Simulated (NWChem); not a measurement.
Species: TeF$_{3}$, doublet; SMILES F[Te](F)F

```xyz
4

Te    -0.1554     0.0410    -0.1747
F     -0.9452    -1.6873     0.3293
F      0.9583     1.6063    -0.5924
F      1.4917    -0.7703     0.3280
```
Atoms are numbered in this order, from 1.

Level: PBE0/def2-SVP with def2 effective core potentials on Te, spin-unrestricted (NWChem), optimised geometry, unscaled harmonic frequencies. The spin multiplicity was typed, not searched, and may not be the lowest. def2 effective core potentials on Te; no spin-orbit coupling.

```csv
frequency (cm⁻¹),IR intensity (km/mol)
30,10.9
181,16.5
281,5.9
585,0.2
617,192.7
674,49.9
```

The zero-point energy comes out as 3.4 kcal/mol and the thermal correction to the enthalpy at 298.15 K (with zero-point energy) comes out as 7.2 kcal/mol. The heat capacity Cv comes out as 14.5 cal/(mol K) and the entropy at 298.15 K and 1 atm (symmetry number 2, electronic part: spin degeneracy alone) comes out as 78.3 cal/(mol K).

Rigid rotor and harmonic oscillator; modes under 100 cm⁻¹ make the entropy uncertain.
